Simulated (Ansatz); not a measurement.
Ligand exchange: C3H7ClSn + CH3FO → C3H8OSn + CH2ClF

Species: C3H7ClSn `C[CH](C)[Sn][Cl]`, singlet; CH3FO `OCF`, singlet; C3H8OSn `C[CH](C)[Sn][OH]`, singlet; CH2ClF `FCCl`, singlet. The partners trade Cl for OH: Sn–Cl and C–OH bonds give way to Sn–OH and C–Cl.

Shapes, held fixed at every level: PBE0-D4/def2-TZVP. Flexible molecules stand in one conformer, not always the lowest. Programs: Ansatz 0.2.0. The zero-point and thermal change to 298 K, harmonic and unscaled (PBE0-D4/def2-TZVP), is -5.7 kJ/mol.

```
               level                    kind  ΔH(298 K) (kJ/mol)  less CCSD(T)/def2-TZVPP  CPU time (sum over the molecules)
         HF/def2-SVP            Hartree–Fock              +133.7                    +52.8                                  –
   PBE-D4/def2-TZVPP                     GGA               +77.6                     -3.3                               45 s
r2SCAN-D4/def2-TZVPP                meta-GGA               +81.4                     +0.5                               76 s
 BHLYP-D4/def2-TZVPP           global hybrid               +96.3                    +15.4                               51 s
  wB97M-V/def2-TZVPP  range-separated hybrid               +83.7                     +2.8                            2.9 min
        MP2/def2-SVP     perturbation theory               +98.6                    +17.7                                  –
  CCSD(T)/def2-TZVPP   coupled cluster or CI               +80.9                      0.0                             77 min
```

The highest level, CCSD(T)/def2-TZVPP, gives ΔH(298 K) = +80.9 kJ/mol; the levels span +77.6 to +133.7. The column of differences is taken from that level and isn't an error. No measured value is set beside it here. For atoms past krypton def2 sets carry core potentials with scalar relativity. Outer-core shells of Sn are correlated, in sets that cover them unevenly. Times are processor times on shared x86 and Arm servers, and rough.
